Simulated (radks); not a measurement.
The numbers below are computed, except where a source is named.
Question: The osmium ion Os3+, [Xe] 4f14 5d5. Code: a radial shooting solver on a logarithmic mesh with Libxc functionals. Model: non-relativistic Kohn-Sham, exchange-only LDA, spin-polarised, spherical densities, point nucleus. Every spin shell is full or empty, so the densities are truly spherical. Functionals are evaluated on that one density, not self-consistently. Rank these orbital-free kinetic functionals by their error against the exact value of the orbitals, and give that value: Thomas-Fermi, TF + vW, TF + vW/9, LC94, revAPBEK, Pearson, PG1, DePristo-Kress.

Answer: Exact: 16276.8 hartree. From best to worst, with 100 (|E| - |E exact|)/|E exact| (equal figures are ties): LC94 -0.01, revAPBEK +0.16, DePristo-Kress -0.23, TF + vW/9 -0.72, Pearson -0.88, Thomas-Fermi -4.72, PG1 +12.63, TF + vW +31.30.
